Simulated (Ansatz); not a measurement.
Reaction (ligand exchange at a Ge–C bond): `[GeH3][CH]1N[SiH2]1` + `O[AsH2]` → `O[AsH][GeH3]` + `C1N[SiH2]1`

Computed with Ansatz on PBE0-D4/def2-TZVP structures; ΔE is electronic, products minus reactants. CCSD(T)/CBS adds triple-zeta CCSD(T) − MP2 to the extrapolated MP2 energy (def2 sets, frozen cores). DFT in def2-TZVPP. B3LYP here is the variant with VWN-RPA as its local correlation; programs differ in this. For As, Ge outer-core shells are correlated without core-valence functions, which leaves a few kJ/mol of doubt a bond. Scalar relativity is left out up to krypton. Each species was taken in one conformer, which may not be the lowest.

**Question.** Is it downhill or uphill in electronic energy at CCSD(T)/CBS, and by how much? (An estimate is asked.)

**Answer.** Ansatz gave: Downhill: ΔE = -39.0 kJ/mol.

**Question.** What do these levels give: BLYP-D4, PBE0-D4, B3LYP-D4, BHLYP-D4, B2PLYP, PBE, r2SCAN, r2SCAN0, CAM-B3LYP, SCS-MP2/def2-TZVPP, SCS-MP2/def2-QZVPP, MP2/CBS(def2)? (Best estimate.)

**Answer.** The calculation gave: BLYP-D4 -49.0, PBE0-D4 -48.6, B3LYP-D4 -48.1, BHLYP-D4 -46.3, B2PLYP -45.2, PBE -52.3, r2SCAN -48.4, r2SCAN0 -48.2, CAM-B3LYP -46.1, SCS-MP2/def2-TZVPP -36.0, SCS-MP2/def2-QZVPP -36.1, MP2/CBS(def2) -37.6 kJ/mol.

Largest T1 diagnostic among the species: 0.012.

From BLYP to BHLYP (50 % exact exchange), in def2-TZVPP and without D4, ΔE moves by +4.7 kJ/mol. In def2-TZVPP, CCSD(T) changes the Hartree–Fock value by +5.5 kJ/mol (the triples alone add +0.9 kJ/mol) and MP2 by +6.9 kJ/mol.
